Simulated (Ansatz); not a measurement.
Cost and result for the atomization energy of `F[SiH]I` radical (4 atoms, 3 bonds).

The species carries charge 0 and has multiplicity 2. Correlated methods include outer-core shells of I, which these sets cover unevenly. I: def2 effective core potential. Geometry: relaxed with PBE0-D4/def2-TZVP. Program: Ansatz. Hardware: A = 2 threads of a server CPU on a shared host; B = 2 threads of an AMD EPYC 7R13 on a shared host and a share of an NVIDIA H100 80 GB. Times are those of one run each, without the atoms' runs, and a repeat can differ threefold. Electronic energies, without spin–orbit coupling; frozen cores. CCSD(T)/CBS adds CCSD(T) − MP2 in def2-TZVPP to the MP2 limit, and its time is that of the two runs behind it. T1 = 0.013; ⟨S²⟩ of the reference is 0.76. With those shells the extrapolation isn't a true limit. B3LYP takes the VWN-RPA correlation (the form of Gaussian; ORCA's B3LYP/G). HSE06 is the plane-wave form, built on full-range PBE exchange.

CCSD(T)/CBS is a level of theory with its own doubt, some kJ/mol a heavy atom from the limit and from the frozen cores, so smaller differences don't rank the functionals.

```tsv
level	functions	wall time
PBE-D4/def2-TZVPP (with forces) [A]	137	2 s
r2SCAN-D4/def2-TZVPP (with forces) [A]	137	4.1 s
BHLYP-D4/def2-TZVPP [A]	137	6 s
B3LYP-D4/def2-TZVPP (with forces) [A]	137	6.5 s
CCSD(T)/def2-TZVPP [B]	137	6.5 s
HSE06-D4/def2-TZVPP [A]	137	7.5 s
CCSD(T)/def2-SVP [A]	63	8 s
PBE-QIDH/def2-TZVPP [A]	137	8.1 s
B2PLYP/def2-TZVPP [A]	137	9 s
CCSD(T)/def2-QZVPP [B]	239	12 s
ωB97X-V/def2-TZVPP [A]	137	13 s
CCSD(T)/CBS(def2)	–	18 s
ωB97M-V/def2-TZVPP (with forces) [A]	137	18 s
```

What atomization energy does each give, and how far from CCSD(T)/CBS? (Best estimate.)

The calculation gave: 
```csv
level,atomization (kcal/mol),difference from CCSD(T)/CBS,per bond
PBE-D4/def2-TZVPP (with forces) [A],277.5,3.3,1.1
r2SCAN-D4/def2-TZVPP (with forces) [A],276.2,2.0,0.7
BHLYP-D4/def2-TZVPP [A],260.7,-13.5,-4.5
B3LYP-D4/def2-TZVPP (with forces) [A],269.8,-4.4,-1.5
CCSD(T)/def2-TZVPP [B],262.2,-12.0,-4.0
HSE06-D4/def2-TZVPP [A],270.7,-3.5,-1.2
CCSD(T)/def2-SVP [A],241.4,-32.8,-10.9
PBE-QIDH/def2-TZVPP [A],269.5,-4.7,-1.5
B2PLYP/def2-TZVPP [A],267.7,-6.5,-2.2
CCSD(T)/def2-QZVPP [B],269.9,-4.3,-1.4
ωB97X-V/def2-TZVPP [A],272.2,-2.0,-0.7
CCSD(T)/CBS(def2),274.2,0.0,0.0
ωB97M-V/def2-TZVPP (with forces) [A],269.1,-5.1,-1.7
```

From BLYP to BHLYP (50 % exact exchange), in def2-TZVPP and without D4, the atomization energy moves by −9.2 kcal/mol: exact exchange takes away binding that semilocal exchange gives to molecules. The D4 term adds +3.7 kcal/mol with B3LYP and +1.9 kcal/mol with PBE0; it sums over pairs of atoms, weighted by their polarisabilities, and B3LYP, whose exchange is more repulsive, gets the larger term. In def2-TZVPP, CCSD(T) changes the Hartree–Fock value by +64.2 kcal/mol (the triples alone add +5.4 kcal/mol) and MP2 by +75.8 kcal/mol; breaking electron pairs costs correlation energy, which Hartree–Fock lacks.

Spin–orbit coupling would lower the free I atoms strongly, and the atomization energy with them, by more than many differences here.
